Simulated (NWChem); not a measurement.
Species: PbHF, singlet; SMILES [PbH][F]

```xyz
3

Pb     0.0216     0.1993     0.0000
H     -1.8315     0.3160     0.0000
F      0.0066    -1.8511     0.0000
```
Atoms are numbered in this order, from 1.

Low-valent species are run as closed-shell singlets; no triplet was tried in these runs. The geometry was optimised at PBE0-D3(BJ)/def2-TZVP. def2 effective core potentials on Pb; no spin-orbit coupling.

Symmetry labels are those of Cs in the frame above (b1 and b2, or b-type labels, depend on it).

Problem. List the 4 lowest vertical singlet excitations from LDA (Slater exchange, VWN5)/def2-SVPD with def2 effective core potentials on Pb, full TDDFT (NWChem).

Solution. 
```csv
state,energy (eV),oscillator strength,symmetry,leading excitation (squared amplitude)
S1,2.61,0.005,a",HOMO → LUMO (1.00)
S2,4.61,0.003,a",HOMO−1 → LUMO (0.98)
S3,4.69,0.008,a',HOMO → LUMO+1 (0.96)
S4,5.07,0.013,a",HOMO−3 → LUMO (0.98)
```
